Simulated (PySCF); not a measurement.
C₂H₆Si (SMILES C[Si]C), singlet, at a GFN2-xTB geometry; PBE/3-21G (PySCF).

Here is a job for PySCF.
```python
from pyscf import gto, scf, dft

mol = gto.Mole()
mol.atom = '''
    Si   -0.25781853    0.11561357    0.69927516
    C     0.74714689    1.26727629   -0.47256628
    H     0.92573921    2.24312512   -0.02482989
    H     0.22513318    1.43369211   -1.41547096
    H     1.72091760    0.83786826   -0.71036843
    C    -0.40578857   -1.42035160   -0.45329187
    H     0.57448304   -1.79226401   -0.75330936
    H    -0.95623279   -1.18077588   -1.36366825
    H    -0.92873070   -2.24178365    0.03294363
'''
mol.basis = '3-21g'
mol.verbose = 4
mol.build()

mf = dft.RKS(mol)
mf.xc = 'pbe'
mf.kernel()
mf.analyze()
```

Write the output that PySCF gives for this input, abridged.


```
PySCF version 2.14.0

[INPUT] verbose = 4
[INPUT] num. atoms = 9
[INPUT] num. electrons = 32
[INPUT] charge = 0
[INPUT] spin (= nelec alpha-beta = 2S) = 0
[INPUT] symmetry False subgroup None
[INPUT] Mole.unit = angstrom
[INPUT] Symbol           X                Y                Z      unit          X                Y                Z       unit  Magmom
[...]
nuclear repulsion = 96.5074598286283
number of shells = 29
number of NR pGTOs = 75
number of NR cGTOs = 43
basis = 3-21g
ecp = {}

******** <class 'pyscf.dft.rks.RKS'> ********
method = RKS
initial guess = minao
damping factor = 0
level_shift factor = 0
DIIS = <class 'pyscf.scf.diis.CDIIS'>
diis_start_cycle = 1
diis_space = 8
diis_damp = 0
SCF conv_tol = 1e-09
SCF conv_tol_grad = None
SCF max_cycles = 50
direct_scf = True
direct_scf_tol = 1e-13
XC library pyscf.dft.libxc version 7.1.2
    S. Lehtola, C. Steigemann, M. J. T. Oliveira, and M. A. L. Marques,  SoftwareX 7, 1–5 (2018)
XC functionals = pbe
    J. P. Perdew, K. Burke, and M. Ernzerhof,  Phys. Rev. Lett. 77, 3865 (1996)
    J. P. Perdew, K. Burke, and M. Ernzerhof,  Phys. Rev. Lett. 78, 1396 (1997)
    J. P. Perdew, K. Burke, and M. Ernzerhof,  Phys. Rev. Lett. 77, 3865 (1996)
    J. P. Perdew, K. Burke, and M. Ernzerhof,  Phys. Rev. Lett. 78, 1396 (1997)
radial grids:
    Treutler-Ahlrichs [JCP 102, 346 (1995); DOI:10.1063/1.469408] (M4) radial grids

becke partition: Becke, JCP 88, 2547 (1988); DOI:10.1063/1.454033
pruning grids: <function nwchem_prune>
grids dens level: 3
symmetrized grids: False
atomic radii adjust function: <function treutler_atomic_radii_adjust>
small_rho_cutoff = 0
Set gradient conv threshold to 3.16228e-05
Initial guess from minao.
tot grids = 106264
init E= -366.669146090047
[...]
cycle= 1 E= -366.954671310976  delta_E= -0.286  |g|= 0.546  |ddm|= 2.69
[...]
cycle= 2 E= -366.83666450185  delta_E= 0.118  |g|= 0.821  |ddm|= 1.38
[...]
cycle= 3 E= -367.032265181296  delta_E= -0.196  |g|= 0.0406  |ddm|= 1.04
[...]
cycle= 4 E= -367.032973437606  delta_E= -0.000708  |g|= 0.0109  |ddm|= 0.155
[...]
cycle= 5 E= -367.033026681864  delta_E= -5.32e-05  |g|= 0.00166  |ddm|= 0.025
[...]
cycle= 6 E= -367.033027795818  delta_E= -1.11e-06  |g|= 0.000255  |ddm|= 0.00394
[...]
cycle= 7 E= -367.03302782274  delta_E= -2.69e-08  |g|= 2.09e-05  |ddm|= 0.000683
[...]
cycle= 8 E= -367.033027822903  delta_E= -1.63e-10  |g|= 2.46e-06  |ddm|= 6.53e-05
[...]
Extra cycle  E= -367.033027822899  delta_E= 3.98e-12  |g|= 3.12e-06  |ddm|= 6.79e-06
converged SCF energy = -367.033027822899
**** SCF Summaries ****
Total Energy =                        -367.033027822898646
Nuclear Repulsion Energy =              96.507459828628271
One-electron Energy =                 -696.456622493730720
Two-electron Energy =                  232.916134842203803
Two-electron Coulomb Energy =          266.513991345217789
DFT Exchange-Correlation Energy =      -33.597856503013972
HOMO-LUMO gap [eV] =                     1.681299621470054
**** MO energy ****
[...]
 ** Mulliken pop on meta-lowdin orthogonal AOs  **
 ** Mulliken pop  **
 ** Mulliken atomic charges  **
charge of    0Si =      0.37432
charge of    1C =     -0.53923
charge of    2H =      0.11484
charge of    3H =      0.11799
charge of    4H =      0.11924
charge of    5C =     -0.53923
charge of    6H =      0.11799
charge of    7H =      0.11924
charge of    8H =      0.11484
Dipole moment(X, Y, Z, Debye):  0.59965, -0.26894, -1.62644
```
